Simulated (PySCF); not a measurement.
Simulation results for BGeH$_{5}$NO, GeH$_{5}$N$_{2}$Si, BGeH$_{8}$NSi, BClGeH$_{4}$N and others

Calculation on a computer-drawn molecule: the log of a Hartree-Fock and frozen-core CCSD(T) single point meant for a local Hartree-Fock minimum, with one planted fault or none, to be diagnosed. Offsets are logged minus clean, where the clean run is the same molecule without the fault. The reference is restricted for singlets and unrestricted otherwise, and also for a bond in bohr or an excited solution. Adding or removing an electron swaps singlet and doublet. The excited solution moves the top pair (singlet) or top alpha electron (doublet) to the lowest empty orbital. Highest occupied and lowest empty are orbital energies over both spins, largest force is the largest gradient component, triples share is (T) over the correlation energy, the T1 limit is 0.02 restricted and 0.045 unrestricted, electrons count all cores, a negative frequency is imaginary (commonest isotopes), and the dipole is about the centre of nuclear charge; on germanium a core potential holds 10 electrons, which the energies leave out, and 3d is frozen in MP2 and coupled-cluster steps. Program: PySCF 2.14.0.

Common to all runs: logged SCF converged yes; possible faults no fault, one electron removed, one electron added, multiplicity raised by two, geometry at a saddle point, SCF held on an excited solution, minimal basis STO-3G, one bond length entered in bohr, all coordinates scaled.

(1) BGeH$_{5}$NO

Logged structure:
```xyz
9
BGeH5NO
N     -0.6107    -2.4197    -0.5651
Ge     0.0593    -1.4302    -1.8277
B     -0.5627     0.6262    -1.9209
O     -0.1185     1.4638    -2.8255
H     -0.3829    -3.3909    -0.4382
H     -1.2674    -2.0802     0.1162
H      1.0158    -2.2384    -2.6864
H     -1.3435     0.9323    -1.0797
H      0.5041     1.2095    -3.4922
```

- meant charge: 1
- meant multiplicity: 1
- meant basis: cc-pVDZ
- meant basis and core potential on germanium: cc-pVDZ-PP ECP10MDF
- logged electrons: 55
- logged basis functions: 90
- logged spin squared: 0.7958
- logged highest occupied: -22.3 eV
- logged lowest empty: -14.599 eV
- logged largest force: 0.096259 hartree/bohr
- logged T1 diagnostic: 0.028775
- logged D1 diagnostic: 0.10937
- logged triples share: 0.034087
- logged CC converged: yes
- logged dipole magnitude: 0.76834 debye
- logged SCF stable within its kind: yes
- logged energy HF: -449.52235 hartree
- logged energy CCSD(T): -450.08957 hartree
- planted fault: one electron removed
- HF energy offset from clean run: 359.3 kcal/mol
- CCSD(T) energy offset from clean run: 362.2 kcal/mol

Drawn bonds:
| atom | other atom | order |
| --- | --- | --- |
| 1 | 2 | 1 |
| 2 | 3 | 1 |
| 3 | 4 | 1 |
| 1 | 5 | 1 |
| 1 | 6 | 1 |
| 2 | 7 | 1 |
| 3 | 8 | 1 |
| 4 | 9 | 1 |

(2) GeH$_{5}$N$_{2}$Si

Logged structure:
```xyz
9
GeH5N2Si
N      0.7255     0.1803     0.8174
Ge    -0.5183    -0.6321     0.3015
N     -0.3341    -1.9188    -0.5141
Si    -0.2388    -3.1206    -1.2766
H      1.5830    -0.0690     0.6584
H      0.6451     0.9437     1.3006
H     -1.7397    -0.1298     0.6199
H     -0.1832    -3.1080    -2.5973
H     -0.1917    -4.3105    -0.7027
```

* meant charge: 1
* meant multiplicity: 1
* meant basis: cc-pV(D+d)Z
* meant basis and core potential on germanium: cc-pVDZ-PP ECP10MDF
* logged electrons: 64
* logged basis functions: 99
* logged spin squared: 0
* logged highest occupied: -16.354 eV
* logged lowest empty: -2.6551 eV
* logged largest force: 0.13053 hartree/bohr
* logged T1 diagnostic: 0.013913
* logged D1 diagnostic: 0.040289
* logged triples share: 0.025141
* logged CC converged: yes
* logged dipole magnitude: 0.98745 debye
* logged SCF stable within its kind: yes
* logged energy HF: -693.75716 hartree
* logged energy CCSD(T): -694.28571 hartree
* planted fault: all coordinates scaled, by -9.6 %
* HF energy offset from clean run: 85.3 kcal/mol
* CCSD(T) energy offset from clean run: 102.3 kcal/mol

Drawn bonds:
| atom | other atom | order |
| --- | --- | --- |
| 1 | 2 | 1 |
| 2 | 3 | 1 |
| 3 | 4 | 2 |
| 1 | 5 | 1 |
| 1 | 6 | 1 |
| 2 | 7 | 1 |
| 4 | 8 | 1 |
| 4 | 9 | 1 |

(3) BGeH$_{8}$NSi

Logged structure:
```xyz
12
BGeH8NSi
N      1.8612     2.3550     0.9435
Ge     2.2050     0.8202     0.2096
B      0.6053    -0.3004     0.2342
Si    -1.1278     0.3367     0.7302
H      1.2108     2.8620     0.4861
H      2.6186     2.9052     1.0555
H      3.2668     0.2447     0.9912
H      2.6851     0.9422    -1.1521
H      0.7398    -1.3874    -0.0241
H     -1.2264     0.2265     2.1152
H     -1.3150     1.6706     0.3831
H     -2.1569    -0.4023     0.1562
```

* meant charge: 0
* meant multiplicity: 1
* meant basis: cc-pV(D+d)Z
* meant basis and core potential on germanium: cc-pVDZ-PP ECP10MDF
* logged electrons: 66
* logged basis functions: 114
* logged spin squared: 0
* logged highest occupied: -10.237 eV
* logged lowest empty: 1.1323 eV
* logged largest force: 0.057878 hartree/bohr
* logged T1 diagnostic: 0.012191
* logged D1 diagnostic: 0.036728
* logged triples share: 0.023853
* logged CC converged: yes
* logged dipole magnitude: 1.0494 debye
* logged SCF stable within its kind: yes
* logged energy HF: -666.02508 hartree
* logged energy CCSD(T): -666.55503 hartree
* planted fault: all coordinates scaled, by -6.3 %
* HF energy offset from clean run: 29.86 kcal/mol
* CCSD(T) energy offset from clean run: 34.11 kcal/mol

Drawn bonds:
| atom | other atom | order |
| --- | --- | --- |
| 1 | 2 | 1 |
| 2 | 3 | 1 |
| 3 | 4 | 1 |
| 1 | 5 | 1 |
| 1 | 6 | 1 |
| 2 | 7 | 1 |
| 2 | 8 | 1 |
| 3 | 9 | 1 |
| 4 | 10 | 1 |
| 4 | 11 | 1 |
| 4 | 12 | 1 |

(4) BClGeH$_{4}$N

Logged structure:
```xyz
8
BClGeH4N
N      2.0401     0.5975    -0.1672
Ge     0.3860     0.1318     0.5024
B     -0.8816    -0.1519    -1.1256
Cl    -2.6077     0.0615    -1.1943
H      2.4114    -0.0633    -0.8287
H      2.7401     0.7514     0.5388
H      0.3895    -1.1762     1.3192
H     -0.0593     1.2773     1.4174
```

* meant charge: 0
* meant multiplicity: 2
* meant basis: cc-pV(D+d)Z
* meant basis and core potential on germanium: cc-pVDZ-PP ECP10MDF
* logged electrons: 65
* logged basis functions: 94
* logged spin squared: 0.8105
* logged highest occupied: -7.5407 eV
* logged lowest empty: 0.07356 eV
* logged largest force: 0.031082 hartree/bohr
* logged dipole magnitude: 1.9126 debye
* logged SCF stable within its kind: no
* logged energy HF: -834.27814 hartree
* planted fault: SCF held on an excited solution
* HF energy offset from clean run: 30.07 kcal/mol

Drawn bonds:
| atom | other atom | order |
| --- | --- | --- |
| 1 | 2 | 1 |
| 2 | 3 | 1 |
| 3 | 4 | 1 |
| 1 | 5 | 1 |
| 1 | 6 | 1 |
| 2 | 7 | 1 |
| 2 | 8 | 1 |

Notes: coupled-cluster numbers left out as unreliable.

(5) CH$_{7}$Ge$_{2}$N

Logged structure:
```xyz
11
CH7Ge2N
N     -1.2862     1.6011    -0.2112
Ge    -1.9378     0.4976     1.1213
C     -0.8678    -1.1062     1.1261
Ge     0.6896    -1.3054     0.3162
H     -1.5693     1.3317    -1.1385
H     -1.5354     2.5680    -0.0886
H     -1.8219     1.3050     2.4232
H     -3.4226     0.1284     0.9268
H     -1.2434    -1.9697     1.6680
H      1.3856    -0.2322    -0.4965
H      1.4606    -2.6186     0.3689
```

- meant charge: 0
- meant multiplicity: 1
- meant basis: cc-pVDZ
- meant basis and core potential on germanium: cc-pVDZ-PP ECP10MDF
- logged electrons: 84
- logged basis functions: 109
- logged spin squared: 0
- logged highest occupied: -3.5435 eV
- logged lowest empty: -2.7374 eV
- logged largest force: 0.2038 hartree/bohr
- logged CC converged: no
- logged dipole magnitude: 5.8303 debye
- logged SCF stable within its kind: no
- logged energy HF: -682.74609 hartree
- planted fault: SCF held on an excited solution
- HF energy offset from clean run: 215.7 kcal/mol

Drawn bonds:
| atom | other atom | order |
| --- | --- | --- |
| 1 | 2 | 1 |
| 2 | 3 | 1 |
| 3 | 4 | 2 |
| 1 | 5 | 1 |
| 1 | 6 | 1 |
| 2 | 7 | 1 |
| 2 | 8 | 1 |
| 3 | 9 | 1 |
| 4 | 10 | 1 |
| 4 | 11 | 1 |

Notes: CCSD not converged.

(6) GeH$_{4}$NO

Logged structure:
```xyz
7
GeH4NO
N      0.1431     0.3435     0.4707
Ge    -1.5166    -0.6014     0.5188
O     -1.8598    -1.5739    -0.8126
H      0.1727     0.9151    -0.3579
H      0.8948    -0.3169     0.3560
H     -1.2841    -2.0127     3.1177
H     -2.5215     0.5763     0.7790
```

* meant charge: -1
* meant multiplicity: 1
* meant basis: aug-cc-pVDZ
* meant basis and core potential on germanium: aug-cc-pVDZ-PP ECP10MDF
* logged electrons: 52
* logged basis functions: 114
* logged spin squared: 0.7152
* logged highest occupied: -2.891 eV
* logged lowest empty: 3.9504 eV
* logged largest force: 0.011306 hartree/bohr
* logged T1 diagnostic: 0.066223
* logged D1 diagnostic: 0.34864
* logged triples share: 0.042641
* logged CC converged: yes
* logged dipole magnitude: 3.5274 debye
* logged SCF stable within its kind: yes
* logged energy HF: -424.95075 hartree
* logged energy CCSD(T): -425.51487 hartree
* planted fault: one bond length entered in bohr, row 5 of the drawn bonds
* HF energy offset from clean run: 57.81 kcal/mol
* CCSD(T) energy offset from clean run: 55.67 kcal/mol

Drawn bonds:
| atom | other atom | order |
| --- | --- | --- |
| 1 | 2 | 1 |
| 2 | 3 | 1 |
| 1 | 4 | 1 |
| 1 | 5 | 1 |
| 2 | 6 | 1 |
| 2 | 7 | 1 |

Notes: T1 above single-reference limit.

(7) GeH$_{4}$NO

Logged structure:
```xyz
7
GeH4NO
N      0.1431     0.3435     0.4707
Ge    -1.5166    -0.6014     0.5188
O     -1.8598    -1.5739    -0.8126
H      0.1727     0.9151    -0.3579
H      0.8948    -0.3169     0.3560
H     -1.3936    -1.3482     1.8941
H     -2.5215     0.5763     0.7790
```

* meant charge: -1
* meant multiplicity: 1
* meant basis: aug-cc-pVDZ
* meant basis and core potential on germanium: aug-cc-pVDZ-PP ECP10MDF
* logged electrons: 52
* logged basis functions: 114
* logged spin squared: 0
* logged highest occupied: 0.5701 eV
* logged lowest empty: -1.9188 eV
* logged largest force: 0.12237 hartree/bohr
* logged CC converged: no
* logged dipole magnitude: 8.3666 debye
* logged SCF stable within its kind: no
* logged energy HF: -424.58278 hartree
* planted fault: SCF held on an excited solution
* HF energy offset from clean run: 288.7 kcal/mol

Drawn bonds:
| atom | other atom | order |
| --- | --- | --- |
| 1 | 2 | 1 |
| 2 | 3 | 1 |
| 1 | 4 | 1 |
| 1 | 5 | 1 |
| 2 | 6 | 1 |
| 2 | 7 | 1 |

Notes: CCSD not converged; highest electron not bound in this basis.

(8) Ge$_{2}$H$_{5}$NO

Logged structure:
```xyz
9
Ge2H5NO
N      0.5730    -1.4181    -1.4884
Ge    -1.0304    -0.5489    -1.3212
O     -0.8159     0.7111    -0.0925
Ge     0.1277     2.2129     0.0282
H      0.7456    -1.8075    -2.3990
H      0.7568    -2.1261    -0.7989
H     -1.3487     0.0833    -2.6762
H     -2.1695    -1.4296    -0.8055
H      0.5111     2.3421    -1.5270
```

- meant charge: 0
- meant multiplicity: 1
- meant basis: cc-pVDZ
- meant basis and core potential on germanium: cc-pVDZ-PP ECP10MDF
- logged electrons: 84
- logged basis functions: 99
- logged spin squared: 0
- logged highest occupied: -5.3338 eV
- logged lowest empty: -2.9328 eV
- logged largest force: 0.058863 hartree/bohr
- logged CC converged: no
- logged dipole magnitude: 1.5077 debye
- logged SCF stable within its kind: no
- logged energy HF: -718.72284 hartree
- planted fault: SCF held on an excited solution
- HF energy offset from clean run: 179.8 kcal/mol

Drawn bonds:
| atom | other atom | order |
| --- | --- | --- |
| 1 | 2 | 1 |
| 2 | 3 | 1 |
| 3 | 4 | 1 |
| 1 | 5 | 1 |
| 1 | 6 | 1 |
| 2 | 7 | 1 |
| 2 | 8 | 1 |
| 4 | 9 | 1 |

Notes: CCSD not converged.

(9) Ge$_{2}$H$_{5}$NO

Structure as in entry 8.

* meant charge: 0
* meant multiplicity: 1
* meant basis: cc-pVDZ
* meant basis and core potential on germanium: cc-pVDZ-PP ECP10MDF
* logged electrons: 84
* logged basis functions: 99
* logged spin squared: 0
* logged highest occupied: -8.9575 eV
* logged lowest empty: 1.1323 eV
* logged largest force: 1.725e-05 hartree/bohr
* logged lowest frequency: 46.381 cm⁻¹
* logged T1 diagnostic: 0.017088
* logged D1 diagnostic: 0.060612
* logged triples share: 0.026394
* logged CC converged: yes
* logged dipole magnitude: 1.8 debye
* logged SCF stable within its kind: yes
* logged energy HF: -719.00935 hartree
* logged energy CCSD(T): -719.60116 hartree
* planted fault: no fault
* HF energy offset from clean run: 0 kcal/mol
* CCSD(T) energy offset from clean run: 0 kcal/mol

Drawn bonds:
| atom | other atom | order |
| --- | --- | --- |
| 1 | 2 | 1 |
| 2 | 3 | 1 |
| 3 | 4 | 1 |
| 1 | 5 | 1 |
| 1 | 6 | 1 |
| 2 | 7 | 1 |
| 2 | 8 | 1 |
| 4 | 9 | 1 |

(10) GeH$_{7}$NOSi

Logged structure:
```xyz
11
GeH7NOSi
N      0.0048     1.5236     1.1663
Ge    -0.9966     0.1931     0.2347
O      0.1178    -1.2956     0.2934
Si    -1.3578     0.9297    -2.1313
H     -0.4229     2.4799     1.1753
H      0.2596     1.2631     2.1492
H     -2.3676    -0.2319     0.9638
H     -0.3520    -2.1610     0.3330
H     -2.1616     2.2503    -2.1564
H     -2.1624    -0.1487    -2.8908
H     -0.0033     1.1472    -2.8342
```

* meant charge: 0
* meant multiplicity: 1
* meant basis: cc-pV(D+d)Z
* meant basis and core potential on germanium: cc-pVDZ-PP ECP10MDF
* logged electrons: 68
* logged basis functions: 109
* logged spin squared: 0
* logged highest occupied: -10.306 eV
* logged lowest empty: 3.1734 eV
* logged largest force: 0.036769 hartree/bohr
* logged T1 diagnostic: 0.013717
* logged D1 diagnostic: 0.040649
* logged triples share: 0.025407
* logged CC converged: yes
* logged dipole magnitude: 2.4546 debye
* logged SCF stable within its kind: yes
* logged energy HF: -715.71628 hartree
* logged energy CCSD(T): -716.35311 hartree
* planted fault: all coordinates scaled, by +4.2 %
* HF energy offset from clean run: 10.72 kcal/mol
* CCSD(T) energy offset from clean run: 4.88 kcal/mol

Drawn bonds:
| atom | other atom | order |
| --- | --- | --- |
| 1 | 2 | 1 |
| 2 | 3 | 1 |
| 2 | 4 | 1 |
| 1 | 5 | 1 |
| 1 | 6 | 1 |
| 2 | 7 | 1 |
| 3 | 8 | 1 |
| 4 | 9 | 1 |
| 4 | 10 | 1 |
| 4 | 11 | 1 |
